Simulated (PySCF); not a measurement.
# How methods differ on the excitation energy of Hg

Hg [Xe] 4f14 5d10 6s2 (1S) → Hg [Xe] 4f14 5d10 6s1 6p1 (3P), as a difference of total energies. Computed with PySCF 2.14 in aug-cc-pwCVDZ-PP with ECP60MDF (6s6p5d3f, 70 functions), with scalar relativity through the core potential. Correlated levels: valence and next inner shell: nothing frozen outside the core potential. The calculations carry no spin-orbit coupling.

```tsv
method	excitation energy (eV)
UHF	3.692
MP2 (valence and next inner shell)	5.466
SCS-MP2 (valence and next inner shell)	5.464
CCSD (valence and next inner shell)	5.101
CCSD(T) (valence and next inner shell)	5.202
```

Task: How much does correlation contribute at CCSD(T) (valence and next inner shell)?

Result: 5.202 − (3.692) = 1.510 eV, measured against UHF.
